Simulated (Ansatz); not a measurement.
Cost and result up the ladder for Hf₃Si (4 atoms). Total charge 0; singlet. Geometry: B3LYP-D4/def2-SVP.

```xyz
4

Hf   -0.3032    2.1285   -0.7353
Hf    0.4014   -2.1441    0.6361
Hf   -0.9325    0.1514    0.9508
Si    0.8343   -0.1358   -0.8516
```

Ansatz on 4 threads of Arm Neoverse V2 on a shared host. Times are rough, and most runs start from the orbitals of an earlier one. No level here is sound enough to serve as a yardstick. Binding counts from free atoms at the same level (Hf triplet, Si triplet; other spins of the atoms weren't run), without zero-point energy or a counterpoise term.

In the def2 sets Hf takes a core potential; there is no spin–orbit coupling. B3LYP takes the VWN-RPA correlation. No other spin state of charge 0 was run. Another isomer (quintet) lies 1.39 eV lower at PBE0-D4/def2-TZVP; other spin states weren't run for this one.

Run but left out: CCSD(T)/def2-TZVP (restricted singlet, unstable towards broken spin symmetry).

```tsv
level	functions	wall time	binding energy per atom (eV)	remarks
PBE-D4/def2-TZVP (with forces)	157	2.8 s	2.79	restricted SCF unstable in HF
B3LYP-D4/def2-TZVP	157	4.4 s	2.19	restricted SCF unstable in HF
PBE0-D4/def2-TZVP	157	4.5 s	2.44	restricted SCF unstable in HF
r2SCAN-D4/def2-TZVP	157	6 s	2.53	restricted SCF unstable in HF
ωB97M-V/def2-TZVP	157	51 s	1.99	restricted SCF unstable in HF
```
